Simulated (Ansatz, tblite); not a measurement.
Forces on Sn₅H₂ at its PBE-D4/def2-SVP geometry. The state is a singlet with charge 0.

In the def2 sets Sn takes a core potential; there is no spin–orbit coupling. The xTB rows come from tblite. The restricted singlet is unstable towards broken spin symmetry in Hartree–Fock (as tested in another run); at PBE-D4/def2-TZVP this wasn't settled. The structure comes from a short search, and lower isomers may exist.

GFN1-xTB (tblite), largest force 1.20 eV/Å:

```xyz
7
positions Å, forces eV/Å
Sn    1.581   -0.816   -1.198   -0.885    0.457    0.670
Sn    0.278    0.258    2.111   -0.156   -0.145   -1.181
Sn   -1.859    0.558   -0.913    1.040   -0.312    0.511
Sn    0.665    1.726   -0.299   -0.416   -1.081    0.188
Sn   -0.665   -1.726    0.299    0.417    1.081   -0.188
H     1.279    3.320   -0.574   -0.008   -0.022    0.004
H    -1.279   -3.320    0.574    0.008    0.022   -0.004
```

GFN2-xTB (tblite), largest force 0.90 eV/Å:

```
Sn -0.492 0.254 0.373
Sn -0.087 -0.081 -0.658
Sn 0.579 -0.174 0.285
Sn -0.318 -0.825 0.143
Sn 0.318 0.825 -0.143
H -0.113 -0.293 0.050
H 0.113 0.292 -0.050
```

PBE-D4/def2-TZVP (Ansatz), largest force 0.14 eV/Å:

```
Sn -0.102 0.053 0.077
Sn -0.018 -0.017 -0.136
Sn 0.119 -0.036 0.059
Sn -0.014 -0.036 0.006
Sn 0.014 0.036 -0.006
H -0.040 -0.105 0.018
H 0.040 0.104 -0.018
```
